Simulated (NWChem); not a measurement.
Species: SOF anion

```xyz
3

O     -0.6136     1.2525     0.0000
S      0.5044     0.1733     0.0000
F     -0.3334    -1.4323     0.0000
```
Atoms are numbered in this order, from 1.

Level: B3LYP/def2-SVPD (NWChem), optimised geometry, unscaled harmonic frequencies. The highest occupied level is positive, so the extra electron may be held by the finite basis.

**Question.** List the harmonic frequencies with IR intensities, and the thermochemistry.

**Answer.** 
| frequency (cm⁻¹) | IR intensity (km/mol) |
|---|---|
| 291 | 5.4 |
| 510 | 167.4 |
| 999 | 167.2 |

```json
{
  "zero_point_energy": "2.6 kcal/mol",
  "thermal correction to the enthalpy at 298.15 K (with zero-point energy)": "5.4 kcal/mol",
  "heat capacity Cv": "9.3 cal/(mol K)",
  "entropy at 298.15 K and 1 atm (symmetry number 1)": "63.6 cal/(mol K)"
}
```

Rigid rotor and harmonic oscillator.
